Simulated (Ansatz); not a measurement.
Total energies of SnEtH3 (C₂H₈Sn) from Ansatz at PBE0-D4/def2-TZVP, gas phase (1 Eh = 27.2114 eV = 2625.5 kJ/mol). The reference geometry is relaxed at PBE0-D4/def2-SVP.

```
                 state   geometry  energy (Eh)
      charge 0 singlet  reference   -295.23091
      charge 1 doublet  reference   -294.87147
free Sn atom (triplet)          –   -214.25870
 free C atom (triplet)          –    -37.80537
 free H atom (doublet)          –     -0.50104
```

In the def2 sets Sn takes a core potential; there is no spin–orbit coupling.

Task: Work out the vertical ionisation energy to the doublet.

Result: E(charge 1 doublet) − E(charge 0 singlet) = -294.87147 − (-295.23091) = 0.35944 Eh = 9.78 eV. For comparison, −ε of the highest occupied level is 7.80 eV at this level, 1.98 eV less.

Task: What is the binding energy per atom against free atoms?

Result: Atoms: 1 × (-214.25870) + 2 × (-37.80537) + 8 × (-0.50104) = -293.87776 Eh. Binding: -293.87776 − (-295.23091) = 1.35315 Eh = 36.82 eV, or 3.35 eV for each of 11 atoms (no zero-point energy, no counterpoise term).
